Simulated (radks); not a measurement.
Values are calculated unless marked as measured or tabulated.
All-electron atom: Tl in [Hg] 6p1.

Code: a radial shooting solver on a logarithmic mesh with Libxc functionals. Model: scalar-relativistic Kohn-Sham, PBEsol, spin-polarised, spherical densities, finite nucleus; open shells are filled with parallel spins first (spin-orbit coupling, left out, can overturn this in heavy ions); Fermi nuclear charge, rms radius 5.4759 fm; hard spherical wall at 1.5 bohr.

Energy parts (eV):
total: -548847.73
kinetic: 625985.44
electron-nucleus: -1388955.35
Hartree: 224571.57
exchange-correlation: -10449.39

Orbitals (lengths in bohr, moments of r in powers of bohr; r(90%) holds 90 % of the orbital's charge):
orbital,occ.,eigenvalue (eV),r(90%),<r>
1s up,1,-85358.61,0.0299,0.01633
1s down,1,-85358.29,0.0299,0.01633
2s up,1,-15049.90,0.107,0.06880
2s down,1,-15049.73,0.107,0.06880
2p up,3,-12924.61,0.102,0.06238
2p down,3,-12924.34,0.102,0.06238
3s up,1,-3466.260,0.261,0.1778
3s down,1,-3466.043,0.261,0.1778
3p up,3,-2854.553,0.269,0.1796
3p down,3,-2854.309,0.269,0.1796
3d up,5,-2217.356,0.252,0.1628
3d down,5,-2217.121,0.252,0.1628
4s up,1,-654.8539,0.566,0.3944
4s down,1,-654.5123,0.566,0.3943
4p up,3,-455.8868,0.613,0.4220
4p down,3,-455.5269,0.613,0.4219
4d up,5,-222.1012,0.672,0.4485
4d down,5,-221.7089,0.672,0.4484
4f up,7,35.6788,0.795,0.4896
4f down,7,36.1048,0.795,0.4893
5s up,1,-2.5672,1.14,0.8351
5s down,1,-1.9791,1.14,0.8351
5p up,3,58.1418,1.18,0.8791
5p down,3,58.7121,1.18,0.8789
5d up,5,141.0432,1.22,0.9127
5d down,5,141.6321,1.22,0.9123
5f up,0,242.0634,1.25,0.9032
5f down,0,242.6952,1.25,0.9028
6s up,1,310.2062,1.30,0.9184
6s down,1,311.3843,1.30,0.9180
6p up,1,378.6836,1.31,0.9019
6p down,0,379.8983,1.31,0.9018
6d up,0,467.2385,1.31,0.8747
6d down,0,468.4170,1.31,0.8749
7s up,0,797.8329,1.34,0.8793
7s down,0,798.4921,1.34,0.8795

The highest occupied level is 6p up at 378.68 eV. The configuration is held as typed, so some empty levels lie below it. Summed over all electrons, <r^2> = 27.14 bohr^2, which gives a Langevin (diamagnetic) susceptibility term of -21.5 x 10^-6 cm^3/mol. The spin density at the nucleus is -4.200 e/bohr^3 (1s -5.622, 2s 1.382, 3s 1.495, 4s 0.942, 5s 2.291, 6s -4.689). Spin moment in Bohr magnetons: 1. The electron density at the nucleus is 2.721e+06 e/bohr^3 (large components only). The pressure on the wall is 200000 GPa.
